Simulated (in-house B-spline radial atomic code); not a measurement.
How numerical settings move a run on neutral copper, [Ar] 3d10 4s1. Computed with an all-electron radial atomic-structure program (B-spline basis): scalar-relativistic (X2C) M06-2X, spherical fractional occupations, Fermi nucleus of rms radius 3.8823 fm.

Command:
```bash
python run_scf.py task.json out
```
Settings of the sound reference run:
```
Z                29
electrons        29
configuration    [Ar] 3d10 4s1
hamiltonian      x2c
method           m062x
spin_polarised   False
nucleus          fermi
rms_radius       3.8823
mass_number      63
atomic_mass      62.9296
speed_of_light   137.036
knot_spacing     0.22
spline_order     8
gauss_points     12
box_radius       50
max_iterations   70
damping          0.5
damped_steps     3
diis_vectors     10
tolerance        1e-08
start            Thomas-Fermi
```

Run time, properties included: 1.2 s on 1 thread of Arm Neoverse N1, on a shared host.

It converges in 37 iterations to -1654.804938 hartree, with 4s at -4.44377 eV. The other runs change the listed settings, some to values that make no sense; their results aren't properties of the atom or ion. Radii are in bohr (the nuclear one in fm), a minus after a letter asks for a j subshell, and «unchanged» means within 1e-8 hartree. The run stops when the residual is below 10 × tolerance × max(1, Z/10), or a noise floor if that is larger, and the energy moves by less than 1e-8 × √|E| hartree; so very loose and very tight tolerances often act alike.

| changed settings | outcome |
| --- | --- |
| knot_spacing = 1.4 | converged in 13 iterations, energy +1.08e+02 hartree from the reference, 4s level +4.1e-01 eV (the program warns: 3s reaches the box edge) |
| damped_steps = 30 | converged in 25 iterations, energy unchanged (the program warns: states collapsed into the nucleus by a negative tau potential were left out of the aufbau) |
| box_radius = 3, first_knot = 0.0103, max_iterations = 75 | converged in 9 iterations, energy +8.71e-01 hartree from the reference, 4s level +2.0e+01 eV (the program warns: 4s has a positive eigenvalue: unbound, held by the box; 3d has a positive eigenvalue: unbound, held by the box) |
| knot_spacing = 2 | converged in 18 iterations, energy +3.15e+02 hartree from the reference, 4s level +1.2e+00 eV (the program warns: 2s reaches the box edge; 3s reaches the box edge) |
| max_iterations = 100, damping = 0.2, tolerance = 0.0001, start = bare nucleus | converged in 9 iterations, energy +1.13e-08 hartree from the reference, 4s level +2.2e-04 eV (the program warns: states collapsed into the nucleus by a negative tau potential were left out of the aufbau) |
| damped_steps = 1 | converged in 29 iterations, energy unchanged, 4s level -6.7e-07 eV (the program warns: states collapsed into the nucleus by a negative tau potential were left out of the aufbau) |
| damped_steps = 8 | converged in 20 iterations, energy unchanged (the program warns: states collapsed into the nucleus by a negative tau potential were left out of the aufbau) |
| knot_spacing = 1 | converged in 11 iterations, energy +1.80e+01 hartree from the reference, 4s level +1.6e-01 eV |
| knot_spacing = 0.4 | converged in 42 iterations, energy +3.96e-03 hartree from the reference, 4s level +9.0e-05 eV (the program warns: states collapsed into the nucleus by a negative tau potential were left out of the aufbau) |
| max_iterations = 100, damping = 0.8, tolerance = 1e-06 | converged in 9 iterations, energy unchanged, 4s level -5.4e-06 eV (the program warns: states collapsed into the nucleus by a negative tau potential were left out of the aufbau) |
| spline_order = 7, max_iterations = 75, damping = 0.8, tolerance = 0.01, start = bare nucleus | converged in 9 iterations, energy -5.26e-04 hartree from the reference, 4s level +5.9e-04 eV (the program warns: states collapsed into the nucleus by a negative tau potential were left out of the aufbau) |

(1) What happens with knot_spacing = 0.55?

(2) What happens with knot_spacing = 0.3?

(3) What happens with tolerance = 1e-06?

(4) What happens with tolerance = 1e-13?

Results:

(1) Converged in 33 iterations, energy +5.46e-02 hartree from the reference, 4s level +1.2e-03 eV (the program warns: states collapsed into the nucleus by a negative tau potential were left out of the aufbau).

(2) Converged in 11 iterations, energy +9.98e-04 hartree from the reference, 4s level +1.7e-03 eV (the program warns: states collapsed into the nucleus by a negative tau potential were left out of the aufbau).

(3) Converged in 8 iterations, energy unchanged, 4s level +9.4e-05 eV (the program warns: states collapsed into the nucleus by a negative tau potential were left out of the aufbau).

(4) Converged in 38 iterations, energy unchanged (the program warns: states collapsed into the nucleus by a negative tau potential were left out of the aufbau).
